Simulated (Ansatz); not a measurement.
Input file for Ansatz (a quantum-chemistry and plane-wave program): R-CCSD(T)/def2-SVPD on CH3I (SMILES CI) with ghost functions, monomers drawn apart or pushed together. Elements past Kr take the def2 small-core potentials; no spin–orbit coupling. The run froze 10 orbitals, filled d shells among them.

Ansatz 0.2 input:
```yaml
crystal:
  periodic: [false, false, false]
  atoms:
    - {symbol: C, position_ang: [-0.70022025, -1.69370149, 4.74551844]}
    - {symbol: I, position_ang: [0.93001241, -0.29028344, 4.88871117]}
    - {symbol: H, position_ang: [-0.33908532, -2.64661525, 5.11442771]}
    - {symbol: H, position_ang: [-1.50929681, -1.31205760, 5.35735185]}
    - {symbol: H, position_ang: [-0.97791124, -1.74674241, 3.69926096]}
basis:
  gaussian:
    orbitals: def2-SVPD
    ghost_atoms:
      - {symbol: C, position_ang: [-0.23151166, -0.46760853, 0.23182980]}
      - {symbol: O, position_ang: [0.37073125, 0.18341140, -0.45984874]}
magnetization: {spin_polarized: false}
correlation: {method: ccsd_t, electrons: outside_noble_gas}
scf: {lower_state_search: off}
```

The log:

```
WARN ansatz: RAYON_NUM_THREADS=2 ignored (pool sized by the plan → 2); use --threads N
Functional definition: HF
these checks for a lower state are left out or cut short: stability, starts, cluster_reference, orbital_swaps, neighbouring_geometries, increment
integrals: 0.21 GiB planned
1128 factors; integrals over basis functions are off by at most 1.1e-3 eV
mean field: 0.31 GiB planned
mean field evaluation 1: about -9148.8801 eV, gradient 1.3e1 eV
mean field evaluation 2: about -9148.9061 eV, gradient 1.3e1 eV
mean field evaluation 4: about -9149.4470 eV, gradient 1.1e0 eV
mean field evaluation 8: about -9149.4515 eV, gradient 2.3e-5 eV
mean field -9149.45146759 eV, -336.2361397129 hartree, gradient 1.0e-6 eV, S^2 0.000000; 0 other end points of the search recorded, 0 dependent functions left out
10 core orbitals not correlated
reference -9149.45146759 eV, -336.2361397129 hartree; 7, 7 occupied and 105, 105 virtual orbitals, 1128 factors
second order -7.13671751 eV of doubles, -0.00000000 eV of singles
coupled cluster: 0.53 GiB planned
cycle   1  -7.64353008 eV  change   -5.1e-1 eV  update   6.4e-2
cycle   2  -7.85530792 eV  change   -2.1e-1 eV  update   1.9e-2
cycle   3  -7.88940603 eV  change   -3.4e-2 eV  update   7.2e-3
cycle   4  -7.88959889 eV  change   -1.9e-4 eV  update   1.7e-3
cycle   5  -7.88957123 eV  change    2.8e-5 eV  update   4.8e-4
cycle   6  -7.88961677 eV  change   -4.6e-5 eV  update   1.4e-4
cycle   7  -7.88964512 eV  change   -2.8e-5 eV  update   4.0e-5
cycle   8  -7.88965499 eV  change   -9.9e-6 eV  update   1.4e-5
perturbative correction -0.24322934 eV, -0.0089385135 hartree
Total energy: -9157.58435192 eV, -336.5350176995 hartree
Checks for a lower state left out: stability, starts, cluster_reference, orbital_swaps, neighbouring_geometries, increment
```

The calculation finished and met its thresholds.

Cost: very roughly 11 core-seconds.
